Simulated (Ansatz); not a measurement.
Be₃Br₄⁺. The state is a doublet with charge 1. Geometry PBE0-D4/def2-SVP, basis def2-TZVP, Ansatz.

```xyz
7

Be    0.8989   -0.0371   -0.0002
Be    1.6445   -2.6211    0.3117
Be   -1.6993    1.6505   -0.1943
Br   -0.4670   -1.5801    0.2601
Br    2.8637   -0.6978    0.0169
Br   -3.5664    1.2482   -0.1205
Br    0.3255    2.0374   -0.2737
```

| run | HOMO (eV) | LUMO (eV) |
| --- | --- | --- |
| A | -9.45 | -5.86 |
| B | -8.73 | -6.13 |
| C | -12.07 | -2.85 |
| D | -8.48 | -6.66 |

Another isomer (doublet) lies 0.71 eV lower at PBE0-D4/def2-TZVP; other spin states weren't run for this one.

HOMO and LUMO are taken over both spins.

Question: The runs used HF, PBE, PBE0, r2SCAN. Estimate which is which.

Answer: A PBE0 (25 % exact exchange); B r2SCAN (0 % exact exchange); C HF (100 % exact exchange); D PBE (0 % exact exchange). Exact exchange lowers occupied and raises empty levels; among semilocal functionals meta-GGAs tend to open the gap a little, and such runs are hard to tell apart. The gap grows from 1.82 eV (PBE) to 9.22 eV (HF).
